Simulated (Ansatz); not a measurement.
A structure relaxed at r2SCAN-D4/def2-SVPD in Ansatz, charge -1, doublet:

```tsv
atom	x (Å)	y (Å)	z (Å)
Au1	0.208	0.846	1.954
Au2	0.449	3.262	2.673
Au3	-0.130	-1.294	-0.437
Au4	-0.251	-0.026	-3.331
O5	-0.302	-1.695	-2.326
O6	0.025	-1.092	1.467
```

Q: Give its formula and point group.

A: Au4O2⁻. Point group Cs (tolerance 0.1 Å).

Q: Summarise the bond lengths by kind (pairs closer than 1.2 times the sum of covalent radii, bridged metal pairs left out).

A: 4 × Au–O 1.92 to 2.01 Å; 1 × Au–Au 2.53 Å.

In the def2 sets Au takes a core potential; there is no spin–orbit coupling. Another isomer (doublet) lies 0.53 eV lower at PBE0-D4/def2-TZVPD; other spin states weren't run for this one.
